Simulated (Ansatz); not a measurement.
Calculated with Ansatz (gas phase, PBE0-D4/def2-TZVP geometries, no zero-point term in ΔE). CBS: MP2 limit from def2 TZ/QZ plus the TZ coupled-cluster correction, frozen cores. This one scheme is used for every species. Functionals use def2-TZVPP. Each species was taken in one conformer, which may not be the lowest.

Reaction (redistribution): `FC([SiH3])[SiH2]Cl` + `O=C=[N][AlH][F]` → `O=C=N[SiH2]Cl` + `[F][AlH][CH](F)[SiH3]`

**Question.** Is it downhill or uphill in electronic energy at CCSD(T)/CBS, and by how much? (An estimate is asked.)

**Answer.** Computed: Uphill: ΔE = +0.54 eV.

**Question.** What do these levels give: PBE-D4, ωB97X-V, PBE, MP2/def2-TZVPP, MP2/def2-QZVPP, MP2/CBS(def2)? (Estimate.)

**Answer.** Computed: PBE-D4 0.50, ωB97X-V 0.54, PBE 0.49, MP2/def2-TZVPP 0.56, MP2/def2-QZVPP 0.55, MP2/CBS(def2) 0.54 eV.

Largest T1 diagnostic among the species: 0.016.
